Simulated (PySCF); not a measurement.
Harmonic spectrum computed at PBE0 in the def2-TZVP basis family (core potentials from Rb on, PySCF, no spin–orbit coupling):

| ω (cm⁻¹) | IR (km/mol) |
| --- | --- |
| 1209 | 0.1 |
| 2725 | 0.0 |
| 2741 | 0.0 |

Q: Which molecule gave it? In each, all ligands are bound to the one heavy central atom.
A. InH₂ (doublet)
B. H₂S (singlet)
C. AsH₂ (doublet)
D. CdH₂ (singlet)

A: B. It has C2v symmetry with S–H 1.341 Å (×2).
